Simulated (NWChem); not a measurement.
Species: C2H3I; SMILES C=CI

def2 effective core potentials on I; no spin-orbit coupling.

**Question.** Give the equilibrium geometry at PBE0/def2-SVP with def2 effective core potentials on I (NWChem) as an XYZ file, with the point group.

**Answer.** point group Cs; any orientation.
```
6

C     -0.3563     2.4409     0.0000
C      0.5208     1.4434     0.0000
I     -0.0103    -0.5813     0.0000
H     -1.4374     2.2814     0.0000
H      0.0071     3.4737     0.0000
H      1.6031     1.5943     0.0000
```
